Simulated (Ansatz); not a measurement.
**Abstraction of Br: AlBr3 + C3H5 → AlBr2 + C3H5Br**

Species: AlBr3 `[Br][Al]([Br])[Br]`, singlet; C3H5 `[CH2]C=C`, doublet; AlBr2 `[Br][Al][Br]`, doublet; C3H5Br (allyl bromide) `C=CCBr`, singlet. A radical takes Br: the energy is the difference in strength between the Al–Br bond broken and the C–Br bond made.

Shapes, held fixed at every level: PBE0-D4/def2-TZVP. Flexible molecules stand in one conformer, not always the lowest. Programs: Ansatz 0.2.0. The zero-point and thermal change to 298 K, harmonic and unscaled (PBE0-D4/def2-TZVP), is +7.3 kJ/mol.

```tsv
level	kind	ΔH(298 K) (kJ/mol)
HF/def2-SVP	Hartree–Fock	+232.9
B3LYP-D4/def2-TZVPP	global hybrid	+176.5
BHLYP-D4/def2-TZVPP	global hybrid	+194.9
PBE0-D4/def2-TZVPP	global hybrid	+172.4
r2SCAN0-D4/def2-TZVPP	global hybrid	+194.5
wB97X-V/def2-TZVPP	range-separated hybrid	+181.8
B2PLYP/def2-TZVPP	double hybrid	+175.0
```

B2PLYP/def2-TZVPP gives ΔH(298 K) = +175.0 kJ/mol; the levels span +172.4 to +232.9. The median of the levels is +181.8. No measured value is set beside it here. Spin contamination: C3H5 (⟨S²⟩ up to 0.95). Open shells run unrestricted unless RO is named. Relativity is left out for Br unless named. Correlated rows may include outer-core shells of Br, which these sets cover unevenly.
